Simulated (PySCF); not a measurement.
Start geometry of `N#CC[SiH2][SiH3]` from GFN2-xTB (Å):
```
atom  x, y, z in Å
N1    -1.4154    2.4844    0.0721
C2    -1.5005    1.3746    0.2371
C3    -1.5402   -0.0359    0.4132
Si4   -0.0701   -0.8561   -0.6020
Si5    1.9407    0.0070    0.0264
H6    -2.4967   -0.4082    0.1040
H7    -1.3901   -0.2542    1.4845
H8    -0.2812   -2.2883   -0.3433
H9    -0.4673   -0.6445   -1.9869
H10    3.0193   -0.5952   -0.7377
H11    2.0057    1.4601   -0.1307
H12    2.2356   -0.2720    1.4541
```

Question: What comes out of this run: PBE0-D3(BJ)/def2-SVP geometry optimisation, gas phase in PySCF 2.14.0?

Answer: 
```
atom  x, y, z in Å
N1    -1.463    2.329   -0.153
C2    -1.566    1.182   -0.021
C3    -1.639   -0.258    0.110
Si4   -0.346   -1.141   -0.997
Si5    1.810   -0.382   -0.477
H6    -2.649   -0.608   -0.158
H7    -1.460   -0.540    1.161
H8    -0.483   -2.607   -0.736
H9    -0.685   -0.872   -2.426
H10    2.810   -1.103   -1.321
H11    1.908    1.087   -0.724
H12    2.093   -0.663    0.965
```

The energy falls by 0.275 eV over 6 energy and gradient evaluations, the largest force component goes from 0.0917 to 4.2e-04 Eh/bohr, and the atoms move by 0.070 Å rms after alignment. The bond that changes most is Si4–Si5 (SiH2 silicon to SiH3 silicon), which lengthens by 0.067 Å. Bonds longer at the end by more than 0.005 Å: 9 of 11; shorter: 1. Among the angles that change most is Si5–Si4–H9, from 116.6° to 111.3°. Rotational constants go from 4445, 1855, 1431 to 4290, 1813, 1391 MHz. The orientation of the end geometry is arbitrary; only internal coordinates are fixed.

The run used 113 basis functions and 41 SCF cycles in all.

Whether it is a minimum is left open (no frequencies). One conformer, not necessarily the lowest.
